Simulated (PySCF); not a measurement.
C4H10OSi.
Z-matrix (Å and degrees, PBE0-D3(BJ)/def2-SVP geometry), rows numbered from 1:
```
C 
C   1  1.5218
C   2  1.5387  1  114.32
C   3  1.5283  2  108.35  1  -162.80
O   4  1.4162  3  109.01  2    41.46
Si  5  1.6819  4  112.06  3   -24.90
H   1  1.1023  2  111.20  3    60.54
H   1  1.1026  2  111.53  3   -59.23
H   1  1.1011  2  111.89  3  -179.43
H   2  1.1065  1  109.37  3   121.70
H   3  1.1033  2  112.17  1    74.05
H   3  1.1049  2  109.00  1   -44.17
H   4  1.1017  3  111.68  2   161.72
H   4  1.1074  3  110.27  2   -79.06
H   6  1.4938  2  114.74  1   -98.54
H   6  1.4950  2  114.15  1    28.07
```

Computed with PySCF at PBE0/pcSseg-1, non-relativistic, on one gas-phase PBE0-D3(BJ)/def2-SVP geometry that isn't relaxed in the solvent. The solvent is an IEF-PCM continuum (van der Waals radii × 1.2). Specific hydrogen bonds and non-electrostatic terms are outside this model.

| run | E − E(gas) (kJ/mol) | HOMO (eV) | HOMO–LUMO gap (eV) | dipole (D) |
| --- | --- | --- | --- | --- |
| gas | 0.00 | -7.75 | 8.36 | 1.96 |
| P | -11.66 | -7.77 | 8.43 | 2.49 |
| Q | -8.66 | -7.76 | 8.41 | 2.35 |

The runs were made in acetone and chloroform. Which run belongs to which solvent?

P = acetone, Q = chloroform. The dielectric constants are 4.711 (chloroform), 20.49 (acetone), and the energy falls further as ε rises. In this model the ground state sees the solvent through ε alone.

How constant is the ratio of the lowering to (ε − 1)/(2ε + 1)?

```tsv
solvent	(ε − 1)/(2ε + 1)	E − E(gas) (kJ/mol)	ratio (kJ/mol)	polarisation term (kJ/mol)
chloroform	0.356	-8.66	-24.3	-9.52
acetone	0.464	-11.66	-25.1	-13.25
```

The ratio changes by +3.3 % in size from chloroform to acetone. The polarisation term is half the interaction of the solute with the induced surface charges.

Time: 14 s wall; peak memory 1.0 GiB. Hardware: one thread, Arm Neoverse V2 (aarch64), shared host with 96 logical CPUs at a one-minute load of 21. This is the whole shielding run at PBE0/pcSseg-1 in acetone, SCF included.
